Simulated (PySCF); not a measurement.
PySCF job for chloro(methylsilyl)silane (CH₇ClSi₂), SMILES [SiH2]([SiH2]Cl)C, PBE-D3(BJ)/def2-SVP. Coordinates come from a PBE-D3(BJ)/def2-SVP optimisation. The values are those of a single conformer.

```python
import numpy as np
from pyscf import gto, scf, dft, df
from pyscf.hessian import thermo

mol = gto.M(
    atom='''
    Si    0.86679774    0.29170967    0.80789950
    Cl    1.57945205    0.30141032   -1.16985982
    Si   -1.26342628   -0.69717875    0.70583077
    C    -2.26223070    0.16732625   -0.64938775
    H     0.81946800    1.71886442    1.28546638
    H     1.85396908   -0.45863081    1.65950177
    H    -1.93989578   -0.59215318    2.04991790
    H    -1.07626132   -2.15808062    0.38801016
    H    -2.46569805    1.22186063   -0.37570719
    H    -3.23065711   -0.34379188   -0.81963345
    H    -1.68542569    0.16056562   -1.59583573
    ''',
    basis='def2-SVP',
    charge=0,
    spin=0,
    max_memory=1600,
    verbose=3,
)
mf = dft.RKS(mol, xc='pbe').density_fit(auxbasis='def2-universal-jkfit')
mf.disp = 'd3bj'
mf.grids.level = 3
mf.conv_tol = 1e-11
mf.max_cycle = 100
mf.kernel()

# [left out here: the lines that compute and print the analytic Hessian (its translational invariance restored by hand, since the grid's response is missing), thermochemistry and intensities]
```

Log of the run:

```
converged SCF energy = -1080.64235147312

WARN: DFTD3 does not support analytical Hessian, using finite difference


WARN: Mole.unit (angstrom) is changed to Bohr

Mode                                 0                   1                   2
Irrep
Freq [cm^-1]                       56.0737             95.5447            153.8588
Reduced mass [au]                   2.8657              3.7833              1.3713
Force const [Dyne/A]                0.0053              0.0203              0.0191
Char temp [K]                      80.6776            137.4675            221.3686
Normal mode                   x     y     z       x     y     z       x     y     z
       0  Si                -0.03  0.06 -0.02    0.00 -0.05 -0.04    0.04 -0.01  0.03
       1  Cl                 0.06 -0.04  0.01    0.09  0.04 -0.00   -0.01 -0.01  0.00
       2  Si                 0.01 -0.04 -0.04   -0.05  0.03  0.03    0.01  0.05 -0.02
       3   C                -0.10  0.05  0.10   -0.11 -0.07  0.02   -0.08 -0.05 -0.02
       4   H                -0.12  0.08 -0.11    0.04 -0.07  0.03    0.20 -0.03  0.09
       5   H                -0.04  0.15  0.07   -0.06 -0.12 -0.04   -0.02 -0.16 -0.03
       6   H                 0.07 -0.22 -0.00    0.04  0.17  0.06   -0.01 -0.02 -0.02
       7   H                 0.08  0.01 -0.21   -0.12 -0.00  0.14    0.11  0.07 -0.04
       8   H                -0.15  0.01  0.23   -0.05 -0.03 -0.08   -0.50 -0.17  0.13
       9   H                -0.08  0.02  0.09   -0.15 -0.05  0.16    0.14 -0.38 -0.24
      10   H                -0.15  0.19  0.07   -0.20 -0.19 -0.03    0.06  0.31  0.06
Mode                                 3                   4                   5
Irrep
Freq [cm^-1]                      181.9784            381.2981            406.7174
Reduced mass [au]                   1.9107              1.3018              3.9352
Force const [Dyne/A]                0.0373              0.1115              0.3835
Char temp [K]                     261.8264            548.6031            585.1758
Normal mode                   x     y     z       x     y     z       x     y     z
       0  Si                 0.04  0.01  0.05   -0.00  0.04 -0.00    0.11  0.03  0.05
       1  Cl                -0.04 -0.02  0.02    0.02 -0.00 -0.02    0.01  0.00 -0.03
       2  Si                 0.04  0.03 -0.06   -0.06 -0.01  0.04   -0.09 -0.05 -0.00
       3   C                -0.08 -0.03 -0.01    0.02 -0.01 -0.00   -0.04  0.01 -0.03
       4   H                 0.14 -0.00  0.09    0.38  0.01  0.12   -0.05  0.07 -0.07
       5   H                -0.00 -0.08  0.01   -0.12 -0.27 -0.12    0.25  0.24  0.06
       6   H                 0.02 -0.08 -0.06   -0.14 -0.47  0.03   -0.17  0.01 -0.05
       7   H                 0.13  0.06 -0.13    0.31  0.11 -0.28   -0.20 -0.07  0.02
       8   H                 0.15  0.06 -0.18    0.09  0.04 -0.12   -0.03  0.01  0.01
       9   H                -0.20  0.09  0.32   -0.01  0.06 -0.08   -0.05  0.03 -0.04
      10   H                -0.30 -0.32 -0.15    0.13 -0.14  0.07   -0.04  0.03 -0.03
Mode                                 6                   7                   8
Irrep
Freq [cm^-1]                      472.8865            520.9359            595.5626
Reduced mass [au]                   1.2238             11.4118              1.1007
Force const [Dyne/A]                0.1612              1.8246              0.2300
Char temp [K]                     680.3784            749.5108            856.8819
Normal mode                   x     y     z       x     y     z       x     y     z
       0  Si                -0.01  0.06  0.01    0.06  0.02 -0.12    0.00  0.04  0.02
       1  Cl                 0.00 -0.01 -0.00   -0.03 -0.00  0.10   -0.00 -0.01 -0.01
       2  Si                -0.00 -0.05 -0.03   -0.01 -0.01  0.01    0.00 -0.02 -0.02
       3   C                 0.00 -0.01  0.00   -0.01  0.00 -0.01   -0.03  0.02  0.01
       4   H                 0.36 -0.01  0.22    0.10  0.01 -0.09    0.02 -0.05  0.27
       5   H                -0.17 -0.32 -0.13    0.06 -0.02 -0.15   -0.04 -0.13 -0.08
       6   H                -0.05  0.35 -0.08    0.01 -0.04  0.02    0.57  0.07  0.27
       7   H                 0.02 -0.14  0.41   -0.06 -0.01 -0.04   -0.45 -0.04 -0.15
       8   H                 0.14 -0.05  0.28    0.00  0.01 -0.02   -0.06  0.07 -0.24
       9   H                -0.08  0.16 -0.01   -0.01  0.03 -0.06    0.03 -0.03 -0.16
      10   H                -0.08  0.18 -0.04    0.02 -0.00  0.01    0.19 -0.16  0.14
Mode                                 9                  10                  11
Irrep
Freq [cm^-1]                      640.2746            672.9557            704.9854
Reduced mass [au]                   1.1088              1.7797              1.6112
Force const [Dyne/A]                0.2678              0.4749              0.4718
Char temp [K]                     921.2125            968.2334           1014.3170
[...]
       7   H                -0.09  0.01 -0.04   -0.32 -0.04  0.02    0.36 -0.05  0.29
       8   H                 0.13 -0.03  0.10    0.15  0.04 -0.06   -0.22  0.17 -0.42
       9   H                -0.08  0.13 -0.14   -0.12  0.19 -0.35    0.14 -0.19 -0.02
      10   H                 0.06  0.04  0.05    0.26 -0.08  0.24    0.17 -0.29  0.18
Mode                                15                  16                  17
Irrep
Freq [cm^-1]                      893.8964            908.9505           1213.3263
Reduced mass [au]                   1.0566              1.0593              1.2314
Force const [Dyne/A]                0.4974              0.5156              1.0681
Char temp [K]                    1286.1179           1307.7774           1745.7065
Normal mode                   x     y     z       x     y     z       x     y     z
       0  Si                 0.01  0.01  0.01    0.02  0.01  0.03   -0.00 -0.00  0.00
       1  Cl                 0.00 -0.00  0.00    0.00  0.00  0.00    0.00  0.00 -0.00
       2  Si                -0.01  0.02 -0.02   -0.01 -0.01  0.01   -0.00  0.00 -0.00
       3   C                 0.03  0.02 -0.00    0.01 -0.00 -0.01    0.07 -0.06  0.09
       4   H                -0.17  0.06 -0.18   -0.40  0.14 -0.45    0.00  0.00 -0.01
       5   H                -0.03 -0.21 -0.16   -0.09 -0.51 -0.32    0.01  0.01 -0.01
       6   H                 0.11 -0.61  0.10    0.09  0.28  0.04    0.02 -0.01  0.00
       7   H                -0.16 -0.14  0.58    0.16  0.07 -0.25    0.01  0.01  0.02
       8   H                -0.05  0.00 -0.01   -0.02 -0.02  0.03   -0.25  0.04 -0.45
       9   H                 0.06 -0.08  0.12    0.00 -0.01  0.04   -0.08  0.34 -0.36
      10   H                -0.05  0.00 -0.05   -0.05  0.02 -0.04   -0.41  0.25 -0.22
Mode                                18                  19                  20
Irrep
Freq [cm^-1]                     1382.7381           1387.6604           2140.3641
Reduced mass [au]                   1.0470              1.0494              1.0332
Force const [Dyne/A]                1.1795              1.1906              2.7887
Char temp [K]                    1989.4523           1996.5344           3079.5074
Normal mode                   x     y     z       x     y     z       x     y     z
       0  Si                 0.00 -0.00 -0.00    0.00  0.00 -0.00    0.00  0.01  0.01
       1  Cl                -0.00  0.00  0.00   -0.00 -0.00  0.00    0.00  0.00  0.00
       2  Si                 0.00 -0.00 -0.00   -0.00 -0.00 -0.00    0.01  0.01 -0.02
       3   C                 0.03 -0.03 -0.04   -0.04 -0.05 -0.00    0.00 -0.00  0.00
       4   H                 0.00 -0.00  0.00   -0.00 -0.00  0.00    0.02 -0.29 -0.09
       5   H                -0.00  0.00  0.00   -0.01 -0.00  0.00   -0.15  0.13 -0.13
       6   H                -0.01  0.01 -0.01    0.01  0.01  0.00   -0.38  0.07  0.76
       7   H                -0.00 -0.01  0.01    0.02  0.00  0.00    0.05 -0.28 -0.07
       8   H                -0.54 -0.13 -0.03    0.33  0.15 -0.44   -0.00  0.00 -0.00
       9   H                -0.31  0.47  0.41   -0.03 -0.15  0.35    0.00  0.00  0.00
      10   H                 0.36  0.01  0.18    0.20  0.65  0.13   -0.00  0.00 -0.01
Mode                                21                  22                  23
Irrep
Freq [cm^-1]                     2149.6835           2154.0682           2164.3134
Reduced mass [au]                   1.0343              1.0459              1.0508
Force const [Dyne/A]                2.8160              2.8592              2.8999
Char temp [K]                    3092.9160           3099.2245           3113.9651
Normal mode                   x     y     z       x     y     z       x     y     z
       0  Si                -0.01 -0.02 -0.01    0.01 -0.00  0.01   -0.02  0.03 -0.01
       1  Cl                 0.00 -0.00 -0.00    0.00 -0.00 -0.00    0.00 -0.00 -0.00
       2  Si                 0.00  0.02 -0.00   -0.01  0.03  0.02   -0.00  0.01  0.00
       3   C                 0.00 -0.00  0.00    0.00  0.00  0.00    0.00 -0.00  0.00
       4   H                -0.03  0.76  0.24    0.01 -0.19 -0.06    0.00 -0.42 -0.14
       5   H                 0.17 -0.14  0.14   -0.28  0.22 -0.24    0.54 -0.40  0.45
       6   H                -0.09  0.02  0.17    0.20 -0.02 -0.39    0.02 -0.00 -0.03
       7   H                 0.06 -0.46 -0.10    0.09 -0.72 -0.15    0.04 -0.31 -0.07
       8   H                -0.00  0.00 -0.00   -0.00  0.01 -0.00    0.00  0.00 -0.00
       9   H                 0.00  0.00 -0.00    0.00 -0.00  0.00    0.00  0.00 -0.00
      10   H                -0.00  0.00 -0.00   -0.00 -0.00  0.00   -0.00  0.00  0.00
Mode                                24                  25                  26
Irrep
Freq [cm^-1]                     2980.6772           3084.9052           3086.7250
Reduced mass [au]                   1.0342              1.1028              1.1035
Force const [Dyne/A]                5.4138              6.1837              6.1945
Char temp [K]                    4288.5308           4438.4917           4441.1101
Normal mode                   x     y     z       x     y     z       x     y     z
       0  Si                 0.00  0.00 -0.00    0.00 -0.00  0.00    0.00 -0.00  0.00
       1  Cl                 0.00 -0.00  0.00    0.00  0.00  0.00   -0.00  0.00 -0.00
       2  Si                 0.00 -0.00  0.00    0.00 -0.00 -0.00   -0.00 -0.00  0.00
       3   C                -0.02  0.02 -0.03    0.01 -0.07 -0.05   -0.08 -0.03  0.03
       4   H                -0.00 -0.00 -0.00    0.00  0.00  0.00    0.00  0.00 -0.00
       5   H                -0.00 -0.00  0.00    0.00  0.00  0.00    0.00  0.00  0.00
       6   H                -0.00  0.00  0.00   -0.00  0.00  0.00    0.00  0.00 -0.00
       7   H                 0.00 -0.00 -0.00   -0.00  0.00  0.00    0.00  0.00 -0.00
       8   H                 0.10 -0.54 -0.15   -0.14  0.73  0.19   -0.03  0.06  0.02
       9   H                 0.49  0.27  0.08    0.29  0.14  0.04    0.61  0.33  0.11
      10   H                -0.30  0.01  0.48   -0.24 -0.01  0.38    0.32 -0.01 -0.54
temperature 298.1500 [K]
pressure 101325.00 [Pa]
Rotational constants [GHz] 4.90372 1.76798 1.43123
Symmetry number 1
Zero-point energy (ZPE) 0.07044 [Eh]   184940.750 [J/mol]
                           tot       elec      trans        rot        vib
Entropy [J/mol/K]       361.694      0.000    167.446    115.693     78.555
Cv [J/mol/K]            109.112      0.000     12.472     12.472     84.169
Cp [J/mol/K]            117.426      0.000     20.786     12.472     84.169
Internal energy [J/mol]                      3718.434   3718.434 197452.601
Internal energy [Eh]   -1080.56431  -1080.64235
Enthalpy [J/mol]                             6197.391   3718.434 197452.601
Enthalpy [Eh]          -1080.56337
Gibbs free energy [J/mol]                  -43726.755 -30775.366 174031.467
Gibbs free energy [Eh] -1080.60444
mode   freq/cm-1   IR/(km/mol)
   1       56.07         0.781
   2       95.54         2.156
   3      153.86         0.705
   4      181.98         1.682
   5      381.30        17.508
   6      406.72         5.124
   7      472.89         3.811
   8      520.94        46.786
   9      595.56         2.285
  10      640.27         6.755
  11      672.96         1.758
  12      704.99        42.321
  13      779.17       282.921
  14      850.44       104.670
  15      859.68        36.380
  16      893.90        42.157
  17      908.95        72.495
  18     1213.33        11.180
  19     1382.74         6.418
  20     1387.66         3.028
  21     2140.36        80.392
  22     2149.68        39.796
  23     2154.07       105.806
  24     2164.31       130.978
  25     2980.68         2.552
  26     3084.91         1.108
  27     3086.73         0.384
max |gradient| / (hartree/bohr): 4.9344974674734226e-05
APT charges: [ 0.9493 -0.4963  0.7727 -0.329  -0.2521 -0.2506 -0.2486 -0.2368  0.0278
  0.0193  0.0443]
```

Self-consistency was reached.
